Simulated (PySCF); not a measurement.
The second ionisation energy along the third row

Calculated with PySCF 2.14 from differences of total energies of unrestricted determinants, without spin-orbit coupling. Values in eV. The last column holds reference values (NIST; (s) semi-empirical, (t) theoretical, else measured). Unmarked ones compare directly (S terms, centres of terms, or small fine structure); those marked * lie between the lowest fine-structure levels and include a spin-orbit shift.

```json
{"element": "Mg (x2c-SVPall, spin-free X2C)", "configurations": "[Ne] 3s1 → [Ne]", "UHF": "14.630", "MP2 (valence)": "n/a", "SCS-MP2 (valence)": "n/a", "CCSD (valence)": "n/a", "CCSD(T) (valence)": "n/a", "reference": "15.035"}
{"element": "Al (x2c-SVPall, spin-free X2C)", "configurations": "[Ne] 3s2 → [Ne] 3s1", "UHF": "17.510", "MP2 (valence)": "18.202", "SCS-MP2 (valence)": "18.340", "CCSD (valence)": "18.546", "CCSD(T) (valence)": "18.546", "reference": "18.829"}
{"element": "Si (x2c-SVPall, spin-free X2C)", "configurations": "[Ne] 3s2 3p1 → [Ne] 3s2", "UHF": "15.789", "MP2 (valence)": "15.950", "SCS-MP2 (valence)": "15.932", "CCSD (valence)": "16.046", "CCSD(T) (valence)": "16.064", "reference": "16.322"}
{"element": "P (x2c-SVPall, spin-free X2C)", "configurations": "[Ne] 3s2 3p2 → [Ne] 3s2 3p1", "UHF": "19.176", "MP2 (valence)": "19.458", "SCS-MP2 (valence)": "19.381", "CCSD (valence)": "19.475", "CCSD(T) (valence)": "19.483", "reference": "19.769 (s) *"}
{"element": "S (x2c-SVPall, spin-free X2C)", "configurations": "[Ne] 3s2 3p3 → [Ne] 3s2 3p2", "UHF": "22.798", "MP2 (valence)": "23.189", "SCS-MP2 (valence)": "23.037", "CCSD (valence)": "23.103", "CCSD(T) (valence)": "23.105", "reference": "23.338 *"}
{"element": "Cl (x2c-SVPall, spin-free X2C)", "configurations": "[Ne] 3s2 3p4 → [Ne] 3s2 3p3", "UHF": "22.720", "MP2 (valence)": "23.168", "SCS-MP2 (valence)": "23.202", "CCSD (valence)": "23.170", "CCSD(T) (valence)": "23.175", "reference": "23.771"}
{"element": "Ar (x2c-SVPall, spin-free X2C)", "configurations": "[Ne] 3s2 3p5 → [Ne] 3s2 3p4", "UHF": "26.652", "MP2 (valence)": "27.305", "SCS-MP2 (valence)": "27.279", "CCSD (valence)": "27.242", "CCSD(T) (valence)": "27.241", "reference": "27.630 *"}
```

Which of these methods has the smallest mean absolute error against the measured values here?

CCSD(T) (valence), with 0.379 eV.

```json
{"method": "UHF", "elements": "4", "mean error (eV)": "-0.827", "mean absolute error (eV)": "0.827", "largest error (eV)": "-1.319"}
{"method": "MP2 (valence)", "elements": "3", "mean error (eV)": "-0.534", "mean absolute error (eV)": "0.534", "largest error (eV)": "-0.627"}
{"method": "SCS-MP2 (valence)", "elements": "3", "mean error (eV)": "-0.483", "mean absolute error (eV)": "0.483", "largest error (eV)": "-0.569"}
{"method": "CCSD (valence)", "elements": "3", "mean error (eV)": "-0.387", "mean absolute error (eV)": "0.387", "largest error (eV)": "-0.601"}
{"method": "CCSD(T) (valence)", "elements": "3", "mean error (eV)": "-0.379", "mean absolute error (eV)": "0.379", "largest error (eV)": "-0.596"}
```

Errors include the incompleteness of the basis and the frozen core.

"Valence" correlates the outer s and p shells and, in groups 3 to 12 and the f block, the outer d or f shell, open or full, or the next shell where the ion has no valence electron left; the wider scheme adds the next inner shell.
